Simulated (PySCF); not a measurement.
Steps of a relaxation of Bi2OF4

Bi2OF4 (singlet; a saddle point, relaxed within its symmetry). PySCF 2.14.0, RKS BP86, Bi def2-SVP with ECP60, O def2-SVP, F def2-SVP; non-relativistic Hamiltonian with scalar-relativistic core potentials where named; density fitting; no spin-orbit coupling. Origin of the start: template. Columns: position (Å) and force (eV/Å). Energies are counted from the last step; some of the 11 steps are shown. Forces carry noise of the integration grid, about 0.01 to 0.03 eV/Å.

Run from Python with OMP_NUM_THREADS=2. Where DIIS fails, smearing, a level shift and second-order steps follow.
It took 59 s on 2 threads of Arm Neoverse V1 (shared host), from the converged density of the start.

```xyz
7
step 0  E = 1.990 eV
Bi    0.0000    0.0000    1.9780     0.00    0.00    0.77
Bi    0.0000    0.0000   -1.9780     0.00    0.00   -0.77
O     0.0000    0.0000    0.0000     0.00    0.00    0.00
F     0.0000    1.6639    3.0155     0.00    3.57    2.00
F     0.0000   -1.6639    3.0155     0.00   -3.57    2.00
F     0.0000    1.6639   -3.0155     0.00    3.57   -2.00
F     0.0000   -1.6639   -3.0155     0.00   -3.57   -2.00
```

```xyz
7
step 3  E = 0.067 eV
Bi    0.0000    0.0000    2.1421     0.00    0.00    0.16
Bi    0.0000    0.0000   -2.1421     0.00    0.00   -0.16
O     0.0000    0.0000    0.0000     0.00    0.00    0.00
F     0.0000    1.8863    3.1085     0.00    0.00   -0.09
F     0.0000   -1.8863    3.1085     0.00    0.00   -0.09
F     0.0000    1.8863   -3.1085     0.00    0.00    0.09
F     0.0000   -1.8863   -3.1085     0.00    0.00    0.09
```

```xyz
7
step 7  E = 0.004 eV
Bi    0.0000    0.0000    2.1269     0.00    0.00   -0.10
Bi    0.0000    0.0000   -2.1269     0.00    0.00    0.10
O     0.0000    0.0000    0.0000     0.00    0.00    0.00
F     0.0000    2.0038    2.8580     0.00   -0.11   -0.05
F     0.0000   -2.0038    2.8580     0.00    0.11   -0.05
F     0.0000    2.0038   -2.8580     0.00   -0.11    0.05
F     0.0000   -2.0038   -2.8580     0.00    0.11    0.05
```

Q: Where does the relaxation end?

A: It converges at step 10 in D2h:
```xyz
7
step 10  E = 0
Bi    0.0000    0.0000    2.1108
Bi    0.0000    0.0000   -2.1108
O     0.0000    0.0000    0.0000
F     0.0000    2.0155    2.7936
F     0.0000   -2.0155    2.7936
F     0.0000    2.0155   -2.7936
F     0.0000   -2.0155   -2.7936
```

Q: How did the contacts change?

A: 
| contact | start (Å) | end (Å) |
| --- | --- | --- |
| Bi1–O3 (O) | 1.978 | 2.111 |
| Bi1–F4 (F) | 1.961 | 2.128 |
| Bi1–F5 (F) | 1.961 | 2.128 |
| Bi2–F6 (F) | 1.961 | 2.128 |
| Bi2–F7 (F) | 1.961 | 2.128 |
